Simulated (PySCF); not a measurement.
H8BNO4Si2, SMILES N[SiH2]O[SiH2]OB(O)O at its GFN2-xTB optimised geometry (Å):

```
16

Si    -0.7794    -1.5291    -2.1574
N     -2.2651    -1.4651    -1.3067
O      0.3287    -0.7035    -1.2889
Si     0.7627     0.1469     0.0000
O      0.4223    -0.5893     1.4056
B     -0.4632    -1.2729     2.1340
O     -0.1329    -1.7563     3.3668
O     -1.7293    -1.5153     1.6839
H     -0.1561    -2.8467    -2.3407
H     -0.9353    -0.7969    -3.4133
H     -2.2203    -1.4405    -0.2964
H     -3.0609    -1.9955    -1.6179
H      0.0883     1.4405     0.0000
H      2.2203     0.1469     0.0000
H      0.7628    -1.5666     3.6421
H     -2.2547    -2.0091     2.3149
```

Computed with B3LYP/def2-TZVP (PySCF). Cells within 0.4 Å of a nucleus heavier than hydrogen are left out (blank, or x).

Map of the Laplacian of the electron density (e/bohr⁵), clipped to [-1.50, 1.50] on the plane z = 0.0 Å:

```
|55555555555555555555555555555|
|55555555555555555555555555555|
|55555555555555555555555555555|
|55555555555555555555555555555|
|55555555555555555555555555555|
|55555555555555555555555555555|
|55555555555555555555555555555|
|55555555555555555555555555555|
|55555555555555555555555555555|
|55555555555555035555555555555|
|55555555555555014555555555555|
|55555555555555434555555555555|
|55555555555555479964455555555|
|5555555555555559xx94305555555|
|5555555555555559xx94205555555|
|55555555555555599964455555555|
|55555555555555555555555555555|
|55555555555555555555555555555|
|55555555555555555555555555555|
|55555555555555555555555555555|
|55555555555555555555555555555|
|55555555555555555555555555555|
|55555555555555555555555555555|
|55555555555555555555555555555|
|55555555555555555555555555555|
|55555555555555555555555555555|
|55555555555555555555555555555|
|55555555555555555555555555555|
|55555555555555555555555555555|
```
Scale: ten equal steps from -1.50 (start of '0') to 1.50 (end of '9'), in the order '0123456789'; x runs from -4.50 to 4.50, y from -4.50 (bottom) to 4.50 (top).
